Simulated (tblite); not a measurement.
Species: C9H8N2.
SMILES with atom numbers: `[N:1]#[C:2]/[CH:3]=[CH:4]/[CH:5]=[CH:6]/[n:7]1[cH:8][cH:9][cH:10][cH:11]1` (hydrogens: H12 on C3; H13 on C4; H14 on C5; H15 on C6; H16 on C8; H17 on C9; H18 on C10; H19 on C11)

Computed with GFN2-xTB (tblite), gas phase: L-BFGS steps from a force-field or distance-geometry start until the largest atomic force falls under 0.01 eV/Å.

Geometry at step 5:
```
atom  x, y, z in Å
N1      5.8586    0.5090   -0.0172
C2      4.7562    0.5242    0.3007
C3      3.4081    0.5418    0.6877
C4      2.4022    0.1663   -0.1293
C5      1.0176    0.1766    0.2457
C6      0.0195   -0.1975   -0.5819
N7     -1.3290   -0.2234   -0.3111
C8     -2.2899   -0.6218   -1.2106
C9     -3.5161   -0.5273   -0.6260
C10    -3.3102   -0.0521    0.6918
C11    -1.9701    0.1241    0.8518
H12     3.2149    0.8707    1.6979
H13     2.6509   -0.1581   -1.1299
H14     0.7985    0.5043    1.2499
H15     0.2747   -0.5199   -1.5834
H16    -2.0297   -0.9450   -2.1977
H17    -4.4596   -0.7655   -1.0750
H18    -4.0713    0.1326    1.4209
H19    -1.4351    0.4704    1.7082
```

Q: Give the atomic forces at this geometry.

A: 
```tsv
atom	Fx (eV/Å)	Fy (eV/Å)	Fz (eV/Å)
N1	0.149	0.006	-0.022
C2	-0.268	-0.026	-0.014
C3	-0.104	-0.048	-0.029
C4	-0.095	0.020	0.008
C5	-0.023	-0.014	0.002
C6	0.118	0.020	0.024
N7	0.057	0.001	-0.019
C8	-0.005	0.002	0.011
C9	0.098	-0.019	-0.066
C10	0.059	0.003	-0.034
C11	0.036	0.003	0.016
H12	-0.004	0.044	0.092
H13	-0.065	-0.037	-0.088
H14	-0.026	0.027	0.083
H15	-0.082	-0.031	-0.057
H16	0.067	-0.005	-0.050
H17	0.016	-0.006	-0.008
H18	-0.022	0.022	0.061
H19	0.094	0.038	0.090
```

The largest, 0.27 eV/Å, acts on C2; the rms over all components is 0.064 eV/Å. The forces sum to zero within rounding, as they must for an isolated molecule in no field.

Q: Give the force on C2 in Eh/bohr and in nN.

A: 0.270 eV/Å ÷ 51.422 = 0.00524 Eh/bohr, and 0.270 eV/Å × 1.602 = 0.43 nN.

Q: How far is this geometry from the end of the optimisation?

A: 0.012 eV above it, and 0.022 Å rms away after alignment. The bonds farthest from their final lengths, with half the difference of the two atoms' forces along the bond (positive lengthens):

| bond | now (Å) | final (Å) | force along bond (eV/Å) |
| --- | --- | --- | --- |
| C4–C5 | 1.435 | 1.428 | -0.04 |
| C6–N7 | 1.376 | 1.370 | +0.03 |
| C5=C6 | 1.349 | 1.346 | -0.06 |
| C11–H19 | 1.068 | 1.071 | +0.05 |
| C3–H12 | 1.080 | 1.083 | +0.06 |
| N7–C8 | 1.375 | 1.373 | +0.01 |

The angle farthest from its final value is C4–C5–C6, 123.5° against 122.1°.

The cost below is that of the whole relaxation. Time: 0.33 s. Hardware: Arm Neoverse N1, one thread, no GPU (shared host).
